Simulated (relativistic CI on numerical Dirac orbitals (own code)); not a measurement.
# Nb²⁺: calculation against measurement

Computed by Dirac-Coulomb-Breit CI, separate exchange-only KLI orbitals for each configuration, model QED, valence Slater integrals scaled by 0.85, configuration energies shifted to the measured levels that pair with them (semi-empirical) (own radial code, finite nucleus).

CI space (outside the closed core [Kr]): 4d³, 4d²5s, 4d²5p, 4d5s², 4d²4f, 4d5s5p, 4d²5d, 4d²6s, 4d²6p, 4d4f², 4d²6d, 4d5p², 4d²5f, 4d²5g, 4d5s6s, 4d²6f, 4d²6g, 4d4f5s, 4d5p6s. Levels of other configurations are missing.

```tsv
Configuration	Term (tabulated)	J	Measured (cm⁻¹)	Computed	Error	Purity (%)
4d³	4F	3/2	0.0	0	0	99
4d³	4F	5/2	515.8	446	-70	100
4d³	4F	7/2	1176.6	1029	-148	100
4d³	4F	9/2	1939.0	1716	-223	99
4d³	4P	3/2	8607.5	9314	706	79
4d³	4P	1/2	8664.3	9329	665	90
4d³	2G	7/2	9236.1	9880	644	99
4d³	4P	5/2	9593.7	10154	561	99
4d³	2G	9/2	9804.5	10407	602	92
4d³	2H	9/2	12916.4	13571	654	93
4d³	2D	5/2	13094.0	13850	756	95
4d³	2H	11/2	13263.8	13919	655	100
4d³	2F	7/2	19861.0	20923	1062	90
4d³	2F	5/2	19975.0	20981	1006	88
4d²5s	4F	3/2	25220.2	24622	-599	99
4d²5s	4F	9/2	27373.5	26589	-784	100
4d²5s	2F	5/2	33658.0	34007	349	75
4d²5s	4P	1/2	34514.5	34470	-45	100
4d²5s	4P	3/2	34807.2	34735	-72	98
4d²5s	2F	7/2	35079.2	35248	169	89
4d²5s	2D	3/2	36535.7	36734	198	92
4d²5s	2G	9/2	40875.2	40882	6	98
4d²5s	2G	7/2	40943.9	40944	0	98
```

Measured levels from measured levels as listed in Shadmi, J. Res. Natl. Bur. Stand. 70A, 435 (1966); pairs were made by configuration, J and term (by order where the table uses no LS term), so strongly mixed levels may be paired wrongly.

Mean error by configuration (cm⁻¹): 4d³ 529; 4d²5s -86. Over the excited levels the mean absolute error is 453 cm⁻¹ (22 of the 24 excited levels that our extract of the source holds in range could be paired, and the others can miss by more), and the median relative error of those above 1,000 cm⁻¹ is 5 %, both after the shifts were fitted to these levels, so that a configuration with one level shows no error. Some levels of the ground configuration have no partner.

Configurations whose levels could be paired with our table of measured levels were shifted onto them, all but the ground configuration, by the median error of their levels; single terms can still be off by 1,000 to 2,000 cm⁻¹ or more, and rates follow the energies as ν³ (E1, M1) or ν⁵ (E2). The others borrow a shift and can be off by several thousand cm⁻¹ or more. The fine structure of a lone outer electron comes out too small, for d and f at times inverted, and misplaced configurations move strength between like terms. 22 of the 24 excited levels that our extract of the measured tables holds in this range could be paired (the sources list more); they are missed by 453 cm⁻¹ on average and 1062 at most, after the shifts were fitted to these levels, and levels without a partner can miss by more. Some levels of the ground configuration have no partner and can miss by 10 % or more.

Shifts applied (cm⁻¹): 4d³ 0; 4d²5s -3436.
